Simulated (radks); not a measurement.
Values are calculated unless marked as measured or tabulated.
Task: Mean orbital radii <r> (bohr) of the tellurium ion Te30+, [Ar] 3d4, of relativity; Dirac values are averaged over j with weights 2j + 1. Spin-unpolarised spherical Kohn-Sham, PBE, point nucleus unless stated (finite: rms radius 4.7423 fm), a radial shooting solver on a logarithmic mesh with Libxc functionals. A level marked "c x" has the speed of light scaled by that factor and shares open shells by 2j + 1; other Dirac levels either fill j = l - 1/2 first or share by 2j + 1.

shell       non-rel.
1s           0.02924
2s            0.1252
2p            0.1066
3s            0.3147
3p            0.3022
3d            0.2671
4s (empty)    0.6130
4p (empty)    0.6099

Give the values at the level "Dirac, 2j+1 shares, finite nucleus".

Result: 
shell       Dirac, 2j+1 shares, finite nucleus  change of magnitude (%)
1s                                     0.02781                    -4.88
2s                                      0.1187                    -5.17
2p                                      0.1038                    -2.63
3s                                      0.3027                    -3.84
3p                                      0.2964                    -1.93
3d                                      0.2662                    -0.32
4s (empty)                              0.5955                    -2.86
4p (empty)                              0.6012                    -1.43
